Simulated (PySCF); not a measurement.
## Static response to an electric field

Compound: C4F4N2O.
Structure used (PBE0-D3(BJ)/def2-SVP), in Å, numbered top down from 1:
```
atom  x, y, z in Å
N1     3.2007   -0.3856   -0.2749
C2     2.0952   -0.0989   -0.1086
C3     0.6895    0.3025    0.1231
F4     0.5555    0.7345    1.3958
C5     0.3484    1.4225   -0.7922
N6     0.1287    2.2958   -1.5146
O7    -0.0748   -0.8296   -0.1023
C8    -1.4101   -0.8464    0.2342
F9    -2.0162    0.2783   -0.1154
F10   -1.5660   -1.0185    1.5318
F11   -1.9451   -1.8553   -0.4075
```

Level: wB97X-D/def2-SVPD (PySCF), static field, nuclei fixed, core orbitals frozen in the response. The polarisability tensor in these axes (au):

```
x   69.36 -2.29 -0.71
y   -2.29 60.62 -6.77
z   -0.71 -6.77 54.04
```

Give the principal values, the mean and the anisotropy Δα = √{½[(α1 − α2)² + (α2 − α3)² + (α1 − α3)²]}.

Principal values 49.64, 64.38 and 69.99 au; mean 61.34 au = 9.09 Å³ = 10.11 × 10⁻⁴⁰ C²·m²/J; Δα = 18.21 au (30 % of the mean).

What is the dipole moment, and where does it point?

(-1.27, -0.84, 0.98) D, 1.81 D in size, pointing from the negative to the positive side. Measured along this direction, the outermost atoms are N1 at the negative end and F10 at the positive end.

What depolarisation ratio follows for Rayleigh scattering of linearly polarised light, taking the static tensor?

ρ = 3Δα²/(45ᾱ² + 4Δα²) = 995.0/(169300 + 1326.7) = 0.00583.

How large is μ²/3kT at 273 K beside α?

In Gaussian units μ²/3kT = 29.11 Å³ against 9.09 Å³, a ratio of 3.20; the Debye molar polarisation (4π/3)N_A(α + μ²/3kT) is 96.4 cm³/mol, leaving out the vibrational part.

What would n − 1 = 2πNα be for an ideal gas of these molecules at 500 K and 1 atm, electronic part alone?

N = p/kT = 1.4678 × 10¹⁹ cm⁻³, so n − 1 = 2π × N × 9.09 × 10⁻²⁴ cm³ = 838 × 10⁻⁶ at long wavelengths.

Form Σ f/ω² (atomic units) for the 6 lowest TDDFT singlets, given as eV and f, and set it beside the mean polarisability, which is this sum over all singlets: 7.06, 0.0003; 7.41, 0.0003; 7.43, 0.0001; 7.50, 0.0014; 7.79, 0.0011; 7.82, 0.0030.

They add up to 0.08 au, 0.1 % of the 61.34 au; the largest single term is 0.04 au, from the state at 7.82 eV. Terms in order: 0.00, 0.00, 0.00, 0.02, 0.01, 0.04 au. Higher excitations give the rest. The strengths listed sum to 0.006.

Isolated species at its PBE0-D3(BJ)/def2-SVP geometry (one conformer only).

The run behind these numbers computed excited states as well. On Arm Neoverse V1, one thread, shared host, this took 82 s wall.
